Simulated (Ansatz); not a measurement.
Input file for Ansatz (an electronic-structure program): R-MP2/aug-cc-pVTZ on C2H2N2 (a complex), monomers drawn apart or pushed together.

Ansatz 0.2 input:
```yaml
crystal:
  periodic: [false, false, false]
  atoms:
    - {symbol: C, position_ang: [-0.43737409, 0.42783225, -1.03061636]}
    - {symbol: C, position_ang: [-0.04093733, 0.04010681, 0.03031240]}
    - {symbol: H, position_ang: [-0.79032340, 0.77302012, -1.97158665]}
    - {symbol: H, position_ang: [0.30879242, -0.30193930, 0.97438525]}
    - {symbol: N, position_ang: [0.60103270, -0.59010118, 5.65855967]}
    - {symbol: N, position_ang: [0.67467191, -0.66103885, 4.57280762]}
basis:
  gaussian:
    orbitals: aug-cc-pVTZ
magnetization: {spin_polarized: false}
correlation: {method: mp2, electrons: outside_noble_gas}
scf: {lower_state_search: off}
```

What total energy does the run end on?

-186.5278 hartree.

How many basis functions does it have, and what does it roughly cost on one machine?

230 functions; about 5 core-seconds (a rough figure).
